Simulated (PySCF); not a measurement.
# A small calculation by hand: oscillator strength and radiative lifetime

Si(F)2(H)(NCO) (CHF2NOSi), SMILES O=C=N[SiH](F)F.

Geometry optimised at B3LYP-D3(BJ)/def2-SVP. This is a generated structure with no PubChem entry under its InChIKey; it may be hypothetical. One conformer was computed; it need not be the lowest.

TDA-PBE/def2-SVPD (PySCF) puts the first singlet state with f over 0.02 at 8.34 eV (vertical), with the transition dipole (1.366, 0.138, 0.000) in atomic units.

### Question
Find the oscillator strength, the wavelength and the radiative lifetime that this transition would have in vacuum if emission retraced absorption.

### Answer

|μ|² = 1.8850 au, so |μ| = 3.49 D. ΔE = 8.34/27.211 = 0.3065 hartree. f = (2/3) ΔE |μ|² = 0.385 (the program prints 0.385).
λ = 1239.84/8.34 = 149 nm; ν = 67267 cm⁻¹.
Einstein's coefficient A = 0.6670 ν² f s⁻¹ (ν in cm⁻¹) = 1.2e9 s⁻¹, so τ = 1/A = 0.86 ns. This state is S6; the lower singlets have f = 0.001, 0.000, 0.000, 0.007, 0.005. The figure is the radiative limit of this one transition; relaxation, internal conversion, crossing to triplets and a medium change what is measured.
